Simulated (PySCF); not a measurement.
iodine monochloride anion (ClI), SMILES ClI (connectivity only; charge and spin as stated), charge -1, multiplicity 2.

Geometry optimised at PBE-D3(BJ)/def2-TZVPD. The multiplicity is an assumed one; other spin states were not compared. The def2 effective core potentials stand for the cores of I; spin–orbit coupling is left out.

Computed with M06-2X/def2-TZVPD (PySCF).

Gas-phase values at a fixed geometry.

- total energy: -757.91874 hartree
- point group: C∞v
- α spin, highest occupied and lowest empty level: -2.97 and 3.54 eV
- β spin, highest occupied and lowest empty level: -3.41 and 1.75 eV
- dipole moment about the centre of nuclear charge: 4.55 D
- mean static polarisability: 90.3 bohr³ (13.39 Å³)
- polarisability, principal values: 61.3, 61.3, 148.4 bohr³
- ⟨S²⟩: 0.757 (pure state 0.75)
